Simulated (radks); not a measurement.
Results of a calculation; reference values are marked as such.
Q: These are the eigenvalues of the occupied orbitals of an atom or ion with whole-number occupations (hartree). Code: a radial shooting solver on a logarithmic mesh with Libxc functionals. Model: Dirac Kohn-Sham, PBE, spin-unpolarised, spherical densities, point nucleus.

| orbital | eigenvalue |
|---|---|
| 1s1/2 | -848.1970 |
| 2s1/2 | -124.6575 |
| 2p1/2 | -115.5614 |
| 2p3/2 | -110.2470 |
| 3s1/2 | -23.91020 |
| 3p1/2 | -20.35156 |
| 3p3/2 | -19.43660 |
| 3d3/2 | -13.14043 |
| 3d5/2 | -12.95989 |
| 4s1/2 | -4.95612 |
| 4p1/2 | -3.85618 |
| 4p3/2 | -3.70517 |
| 4d3/2 | -2.01408 |
| 4d5/2 | -1.99435 |

Which element is it, and in what charge state? The configuration may be excited. Open shells, if any, fill j = l - 1/2 first.

A: Z = 45, rhodium, charge +4: Rh4+ in [Kr] 4d5. The list shows which subshells hold electrons but not how many an open one holds; the 1s level, -848.2 hartree, gives Z - s = 41.2 by -(Z - s)^2/2, which with screening and relativity narrows Z to a few neighbours, and the depths of the outer levels then fix element, charge and occupations together.
